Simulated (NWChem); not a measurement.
Species: C4H5F; SMILES CC=C=CF

```xyz
10

C     -0.4915     2.2728    -0.1685
C      0.3877     1.1885     0.3740
C      0.3553    -0.0736     0.0192
C      0.3526    -1.3239    -0.3678
F     -0.3981    -2.2721     0.2049
H     -1.1957     1.8882    -0.9181
H      0.1167     3.0677    -0.6306
H     -1.0664     2.7449     0.6448
H      1.1200     1.4871     1.1390
H      0.9645    -1.7086    -1.1906
```
Atoms are numbered in this order, from 1.

Results from NWChem. Geometry optimised at PBE0/def2-SVP; all other runs use it. 

```json
[
 {"quantity": "cavity-dispersion-structure term (kcal/mol) in water", "level": "PBE0/def2-SVP, SMD", "value": "4.2"},
 {"quantity": "−ε(HOMO) (eV)", "level": "PBE0/def2-SVP", "value": "(withheld)"},
 {"quantity": "anisotropy (bohr³), static", "level": "PBE0/def2-SVPD", "value": "42.6"},
 {"quantity": "vertical, lowest excitation, singlet (eV)", "level": "PBE0/def2-SVPD, TDA", "value": "5.09"},
 {"quantity": "dipole (D)", "level": "PBE0/def2-SVP", "value": "(withheld)"},
 {"quantity": "highest harmonic frequency (cm⁻¹)", "level": "PBE0/def2-SVP", "value": "(withheld)"}
]
```

Problem. Some entries are withheld; supply them.

Solution. 
- −ε(HOMO) (eV), value: 7.19
- dipole (D), value: 2.02
- highest harmonic frequency (cm⁻¹), value: 3206
